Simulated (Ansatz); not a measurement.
System: SbH3, charge 1, doublet. SbH3+ (parent SMILES [SbH3], doublet).
B3LYP-D3(BJ)/def2-TZVP minimum from Ansatz (an electronic-structure program):
```
Sb
H 1 1.6833
H 1 1.6833 2 109.81
H 1 1.6833 2 109.81 3 -120.83
```
Charge +1, spin multiplicity 2.

Total energies in def2-QZVPP, 7 correlated electrons, 9 frozen orbitals. Radicals and triplets start from unrestricted determinants; spin-orbit coupling is neglected. Cores are frozen in correlated methods (noble-gas shells, and filled d and f shells in the p block). Past Kr the def2 sets carry scalar-relativistic core potentials. Spin-orbit terms, left out, reach several kcal/mol for Br and I, and more for heavier atoms. The spin of H3Sb+ (parent SMILES [SbH3], doublet) was assumed, and the state is the lowest solution found for it.

```
method    program  energy (Eh)  minus CCSDT(Q) (mEh)
--------  -------  -----------  --------------------
HF         Ansatz   -240.68000                146.67
MP2        Ansatz   -240.79812                 28.55
CCSD       Ansatz   -240.82204                  4.63
CCSD(T)    Ansatz   -240.82583                  0.84
CCSDT(Q)   Ansatz   -240.82667                  0.00
```

Rough core times of Ansatz's runs on a shared machine: CCSD(T) 40 s, CCSDT(Q) 40 min.
